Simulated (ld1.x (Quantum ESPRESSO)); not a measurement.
**Before and after: TM potential for thulium (Tm)**

Tm, norm-conserving Troullier–Martins (Kleinman–Bylander form), made with ld1.x (Quantum ESPRESSO) 7.5 (PBE, fully relativistic). Core [Xe] 4f12, reference 5d1 6s0 6p0 (charge +2). Waves: 6s (bound, empty): rc 2.25 bohr; 6p (bound, empty): rc 3.65 bohr; 5d (bound): rc 1.80 bohr. Local part: all-electron potential smoothed inside 1.60 bohr (lloc = -1). Core correction: Bessel-smoothed model core, default radius (core density twice the valence density).

Open shells are filled in proportion to 2j + 1 (rel_dist='average').

All-electron outer shells of the reference configuration (PBE, scalar-relativistic, ld1.x):

| shell | level (eV) | outermost node (bohr) | outermost maximum (bohr) |
| --- | --- | --- | --- |
| 4f | -24.01 | – | 0.49 |
| 6s | -16.06 | 1.45 | 2.87 |
| 5d | -15.12 | 0.71 | 1.76 |
| 6p | -11.21 | 1.73 | 3.55 |

Change: local potential all-electron potential smoothed inside 2.96 bohr (lloc = -1).

Cutoffs: the cutoffs (Ry, on a coarse ladder) from which the occupation-weighted sum of valence levels, in a spherical-Bessel basis at the reference potential, stays within 10 and 1 mRy of its value at 400 Ry; they do not see the model core or the augmentation charge, which bear on the density cutoff. Errors are all-electron minus pseudo energies relative to the spin-unpolarised reference configuration.

Q: What does the change do?

A: The potential gets neither clearly harder nor softer (18 Ry and 25 Ry → 18 Ry and 25 Ry); the bound ghosts move from p, s to s; of the 7 tests that both files solve, the error grows in 2 and shrinks in 3 by more than 15 % and 0.3 meV (median size 17.5 → 6.9 meV); the range in which the d3/2 phases agree narrows (upper end 3.0 → -0.0); the range in which the d5/2 phases agree narrows (upper end 3.0 → 0.0). In the separable form a ghost depends on how the local part lies against the semilocal potential of the channel, so the choice of the local part can create or remove one.

```csv
quantity,base,changed
"cutoff, loose",18 Ry,18 Ry
"cutoff, tight",25 Ry,25 Ry
bound ghosts,"s, p3/2, p1/2",s
"error for 5d1 6s2 6p0, meV [ΔE -20.08 eV]",-18,+20
"error for 5d1 6s1 6p0, meV [ΔE -12.93 eV]",-12,-1.8
"error for 5d1 6s1.5 6p0, meV [ΔE -17.19 eV]",-17,+6.6
"error for 5d1 6s0 6p1, meV [ΔE -8.92 eV]",+1.1,+3.6
"error for 5d0 6s2 6p1, meV [ΔE -18.90 eV]",-49,-46
"error for 5d1 6s0 6p2, meV [ΔE -13.45 eV]",+5.5,+14
"error for 5d1.5 6s1.5 6p0, meV [ΔE -18.79 eV]",-44,-6.9
s: phases at 3.94 bohr within 0.05 rad from the reference energy up to (Ry; the scan ends near 5),-0.0,-0.8
p1/2: phases at 3.94 bohr within 0.05 rad from the reference energy up to (Ry; the scan ends near 5),0.6,0.1
p3/2: phases at 3.94 bohr within 0.05 rad from the reference energy up to (Ry; the scan ends near 5),0.5,-0.1
d3/2: phases at 3.94 bohr within 0.05 rad from the reference energy up to (Ry; the scan ends near 5),3.0,-0.0
d5/2: phases at 3.94 bohr within 0.05 rad from the reference energy up to (Ry; the scan ends near 5),3.0,0.0
```

 A true bound ghost makes a file unfit for plane-wave use even where its test errors are small: the radial tests pick states by their node count and pass the ghost by.
